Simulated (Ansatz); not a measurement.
Born–Oppenheimer molecular dynamics of C₂H₇ClO₂Si (13 atoms, charge 0, multiplicity 1). It starts from a rough guess of a transition structure, not a stationary point.

All numbers below come from UKS PBE0/STO-3G in Ansatz 0.2.0.

```yaml
ensemble: NVE (velocity Verlet)
time_step: 0.5 fs
steps_asked: 150
starting_velocities_drawn_for: 100 K
seed: 877831
```

First frame:

```xyz
13
Properties=species:S:1:pos:R:3
Si 0.642 0.756 0.901
O -0.050 -0.753 -0.316
C -0.596 -1.983 0.114
O -0.025 2.075 0.354
C 0.079 1.640 -1.018
H -0.127 0.271 -1.100
H 2.067 0.587 0.725
Cl -0.023 0.228 2.697
H 0.148 -2.557 0.671
H -0.888 -2.539 -0.778
H -1.476 -1.825 0.745
H 1.008 2.002 -1.451
H -0.759 2.098 -1.544
```

(1) How far do the bonds stretch over the last three quarters of this one trajectory? (Pairs bonded in most of those frames.)

Answers

(1) 
```tsv
bond	mean (Å)	spread (Å)	shortest	longest
Si1–O2	1.691	0.097	1.55	1.83
Si1–O4	1.664	0.099	1.55	1.87
Si1–H7	1.468	0.028	1.42	1.52
Si1–Cl8	2.185	0.033	2.13	2.24
O2–C3	1.460	0.089	1.30	1.61
C3–H9	1.109	0.006	1.10	1.12
C3–H10	1.106	0.012	1.09	1.13
C3–H11	1.109	0.017	1.08	1.14
O4–C5	1.437	0.054	1.34	1.54
C5–H6	1.142	0.091	0.99	1.30
C5–H12	1.121	0.053	1.04	1.20
C5–H13	1.123	0.066	1.01	1.24
```

Mean temperature of the second half: 1047 K. The conserved energy stayed within 0.92 meV per atom of its start (net change -0.026 meV per atom), so the integration is sound. The system heated up, since it started high on the potential surface and ran downhill. A run of 0.075 ps of so small a system gives no equilibrium averages. The orbitals stay closed-shell, which can raise the energy where a bond breaks towards radicals; this wasn't checked here. Limits of this set-up: minimal basis.

Time of the run: 7.2 min on 1 thread of Intel(R) Xeon(R) 6975P-C (Granite Rapids), with other jobs on the host, peak memory 0.2 GiB.
